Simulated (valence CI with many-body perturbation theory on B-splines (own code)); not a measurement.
Te³⁹⁺: electric-dipole lines

Calculated by valence CI with perturbative core correlation (CI+MBPT): three valence electrons over a frozen Dirac-Fock core [Ne], radial functions for each j: 11 s, 11 p, 9 d, 7 f, 5 g, 2 h, 1 i, with the one-electron correlation potential Σ1 (screened to all orders), the two-electron term Σ2, the three-electron term Σ3, Breit, model QED; selected single and double excitations, second order for the rest (own B-spline code, finite nucleus).

The last digits are not significant, and no measured levels were compared; by estimate large intervals hold to a few tenths of a per cent, small ones and those within an open d or f shell to about a per cent.

Lines 101 to 150 of 288 in falling wavelength, among levels below 545.31 eV, chosen from the strongest by gf and those to the six lowest levels. Wavelengths and rates use the calculated energies. Electric multipoles are in the length gauge, E1 and E2 with the static RPA response of the core. Weak lines are less certain than strong ones. Lines between different terms over intervals too small for the method are left out, as are lines whose strength nearly cancels. The highest levels of a list are the least certain.

Levels are named by their leading jj configuration (3d3/2^4 stands for four electrons in 3d with j = 3/2), which in mixed levels can hold well under half, so a name can repeat and another be missing. Letters in brackets count levels of one name in rising energy.

| λ vac (nm) | Upper | Lower | A (s⁻¹) | S (a.u.) with core polarisation | S without |
| --- | --- | --- | --- | --- | --- |
| 7.545 | (3s 3d3/2 3d5/2) J=3/2 [a] | (3s 3p3/2 3d3/2) J=1/2 [a] | 8.74e+10 | 7.42e-02 | 7.56e-02 |
| 7.480 | (3s 3d3/2 3d5/2) J=7/2 [b] | (3s 3p3/2 3d5/2) J=9/2 | 1.49e+10 | 2.46e-02 | 2.51e-02 |
| 7.477 | (3s 3d3/2 3d5/2) J=7/2 [b] | (3s 3p3/2 3d3/2) J=7/2 | 4.98e+10 | 8.23e-02 | 8.40e-02 |
| 7.453 | (3s 3p3/2 3d5/2) J=5/2 [a] | (3s 3p3/2^2) J=5/2 | 1.28e+11 | 1.58e-01 | 1.61e-01 |
| 7.440 | (3p1/2 3p3/2 3d5/2) J=3/2 [b] | (3p1/2 3p3/2^2) J=5/2 | 2.95e+10 | 2.40e-02 | 2.45e-02 |
| 7.432 | (3p1/2 3p3/2 3d5/2) J=3/2 [a] | (3s 3p1/2 3d5/2) J=3/2 | 7.55e+10 | 6.12e-02 | 6.24e-02 |
| 7.420 | (3p1/2 3p3/2 3d3/2) J=5/2 [a] | (3s 3p1/2 3d3/2) J=5/2 | 2.75e+10 | 3.33e-02 | 3.40e-02 |
| 7.399 | (3s 3d3/2 3d5/2) J=7/2 [b] | (3s 3p3/2 3d3/2) J=5/2 [a] | 2.98e+10 | 4.76e-02 | 4.86e-02 |
| 7.397 | (3p1/2 3p3/2 3d3/2) J=5/2 [b] | (3s 3p1/2 3d5/2) J=7/2 | 1.26e+10 | 1.51e-02 | 1.54e-02 |
| 7.396 | (3p1/2 3p3/2^2) J=3/2 | (3s 3p1/2 3p3/2) J=1/2 | 1.62e+11 | 1.29e-01 | 1.32e-01 |
| 7.387 | (3p3/2^2 3d3/2) J=1/2 | (3s 3p3/2 3d3/2) J=1/2 [a] | 5.32e+10 | 2.12e-02 | 2.16e-02 |
| 7.375 | (3p1/2 3p3/2 3d5/2) J=5/2 [a] | (3s 3p1/2 3d5/2) J=5/2 [b] | 8.32e+10 | 9.88e-02 | 1.01e-01 |
| 7.367 | (3s 3d3/2 3d5/2) J=3/2 [b] | (3s 3p3/2 3d3/2) J=5/2 [a] | 2.98e+10 | 2.35e-02 | 2.40e-02 |
| 7.360 | (3s 3d3/2 3d5/2) J=3/2 [b] | (3s 3p3/2 3d3/2) J=3/2 [a] | 7.34e+10 | 5.78e-02 | 5.90e-02 |
| 7.357 | (3p3/2^2 3d3/2) J=1/2 | (3s 3p3/2 3d3/2) J=3/2 [a] | 3.72e+10 | 1.46e-02 | 1.49e-02 |
| 7.340 | (3s 3d3/2 3d5/2) J=5/2 [b] | (3s 3p3/2 3d3/2) J=7/2 | 4.27e+10 | 5.00e-02 | 5.10e-02 |
| 7.333 | (3p1/2 3p3/2^2) J=5/2 | (3s 3p1/2 3p3/2) J=3/2 [b] | 1.17e+11 | 1.36e-01 | 1.39e-01 |
| 7.325 | (3p1/2 3p3/2 3d5/2) J=7/2 [a] | (3s 3p1/2 3d5/2) J=5/2 [a] | 8.78e+10 | 1.36e-01 | 1.39e-01 |
| 7.315 | (3p1/2 3p3/2 3d5/2) J=9/2 | (3s 3p1/2 3d5/2) J=7/2 | 6.12e+10 | 1.18e-01 | 1.21e-01 |
| 7.264 | (3s 3d3/2 3d5/2) J=5/2 [b] | (3s 3p3/2 3d3/2) J=5/2 [a] | 9.51e+10 | 1.08e-01 | 1.10e-01 |
| 7.259 | (3s^2 3d5/2) J=5/2 | (3s^2 3p3/2) J=3/2 | 1.78e+11 | 2.02e-01 | 2.06e-01 |
| 7.208 | (3s 3p1/2 3d5/2) J=3/2 | (3s 3p1/2 3p3/2) J=3/2 [a] | 6.68e+10 | 4.94e-02 | 5.04e-02 |
| 7.195 | (3p1/2 3p3/2 3d3/2) J=3/2 [a] | (3s 3p1/2 3d3/2) J=5/2 | 4.22e+10 | 3.10e-02 | 3.17e-02 |
| 7.177 | (3s 3d5/2^2) J=9/2 | (3s 3p3/2 3d5/2) J=9/2 | 1.14e+11 | 2.07e-01 | 2.11e-01 |
| 7.176 | (3s 3p1/2 3d5/2) J=5/2 [b] | (3s 3p1/2 3p3/2) J=3/2 [a] | 1.84e+10 | 2.01e-02 | 2.05e-02 |
| 7.174 | (3s 3p3/2 3d3/2) J=3/2 [b] | (3s^2 3d3/2) J=3/2 | 8.36e+10 | 6.09e-02 | 6.22e-02 |
| 7.173 | (3p1/2 3p3/2 3d3/2) J=5/2 [b] | (3s 3p1/2 3d3/2) J=3/2 [b] | 5.69e+10 | 6.21e-02 | 6.34e-02 |
| 7.161 | (3p1/2 3p3/2 3d3/2) J=5/2 [b] | (3s 3p1/2 3d5/2) J=5/2 [a] | 2.65e+10 | 2.89e-02 | 2.95e-02 |
| 7.157 | (3s 3p3/2 3d3/2) J=3/2 [b] | (3s 3p3/2^2) J=5/2 | 3.02e+10 | 2.19e-02 | 2.23e-02 |
| 7.148 | (3p1/2 3p3/2 3d3/2) J=3/2 [b] | (3s 3p1/2 3d3/2) J=1/2 | 2.12e+10 | 1.53e-02 | 1.56e-02 |
| 7.135 | (3s 3p1/2 3p3/2) J=3/2 [b] | (3s^2 3p1/2) J=1/2 | 7.01e+10 | 5.02e-02 | 5.13e-02 |
| 7.130 | (3p1/2 3p3/2 3d3/2) J=5/2 [a] | (3s 3p1/2 3d3/2) J=3/2 [a] | 3.43e+10 | 3.68e-02 | 3.75e-02 |
| 7.111 | (3p1/2 3p3/2 3d5/2) J=5/2 [a] | (3s 3p1/2 3d5/2) J=7/2 | 1.91e+10 | 2.03e-02 | 2.07e-02 |
| 7.101 | (3p1/2 3p3/2 3d3/2) J=7/2 | (3s 3p1/2 3d3/2) J=5/2 | 8.62e+10 | 1.22e-01 | 1.24e-01 |
| 7.063 | (3s 3p3/2 3d5/2) J=3/2 [b] | (3s^2 3d5/2) J=5/2 | 1.52e+11 | 1.06e-01 | 1.08e-01 |
| 7.051 | (3s 3p3/2 3d5/2) J=7/2 [a] | (3s 3p3/2^2) J=5/2 | 9.64e+10 | 1.33e-01 | 1.36e-01 |
| 7.049 | (3p1/2 3p3/2^2) J=3/2 | (3s 3p1/2 3p3/2) J=3/2 [b] | 8.06e+10 | 5.57e-02 | 5.69e-02 |
| 7.031 | (3p3/2^2 3d5/2) J=7/2 | (3s 3p3/2 3d5/2) J=9/2 | 2.20e+10 | 3.02e-02 | 3.08e-02 |
| 7.030 | (3p1/2^2 3p3/2) J=3/2 | (3s 3p1/2^2) J=1/2 | 4.24e+10 | 2.91e-02 | 2.97e-02 |
| 7.029 | (3p1/2 3p3/2^2) J=1/2 | (3s 3p1/2 3p3/2) J=3/2 [b] | 1.61e+11 | 5.50e-02 | 5.62e-02 |
| 6.996 | (3s 3p3/2 3d5/2) J=5/2 [b] | (3s^2 3d5/2) J=5/2 | 1.49e+11 | 1.51e-01 | 1.54e-01 |
| 6.984 | (3p1/2 3p3/2 3d5/2) J=3/2 [a] | (3s 3p1/2 3d3/2) J=3/2 [b] | 2.86e+10 | 1.92e-02 | 1.96e-02 |
| 6.977 | (3p3/2^3) J=3/2 | (3s 3p3/2^2) J=3/2 | 3.99e+11 | 2.68e-01 | 2.73e-01 |
| 6.973 | (3p1/2 3p3/2 3d3/2) J=1/2 [b] | (3s 3p1/2 3d3/2) J=1/2 | 6.35e+10 | 2.13e-02 | 2.17e-02 |
| 6.972 | (3p1/2 3p3/2 3d5/2) J=3/2 [a] | (3s 3p1/2 3d5/2) J=5/2 [a] | 3.94e+10 | 2.64e-02 | 2.69e-02 |
| 6.922 | (3p1/2 3p3/2 3d3/2) J=3/2 [a] | (3s 3p1/2 3d3/2) J=3/2 [a] | 7.74e+10 | 5.07e-02 | 5.17e-02 |
| 6.903 | (3p1/2 3p3/2 3d5/2) J=5/2 [a] | (3s 3p1/2 3d3/2) J=3/2 [b] | 1.49e+10 | 1.45e-02 | 1.48e-02 |
| 6.863 | (3s 3p3/2 3d3/2) J=5/2 [b] | (3s^2 3d3/2) J=3/2 | 3.27e+11 | 3.13e-01 | 3.19e-01 |
| 6.851 | (3p1/2 3p3/2 3d3/2) J=1/2 [a] | (3s 3p1/2 3d3/2) J=3/2 [a] | 1.58e+11 | 5.03e-02 | 5.13e-02 |
| 6.834 | (3p1/2 3p3/2 3d5/2) J=7/2 [b] | (3s 3p1/2 3d5/2) J=7/2 | 2.87e+10 | 3.62e-02 | 3.69e-02 |
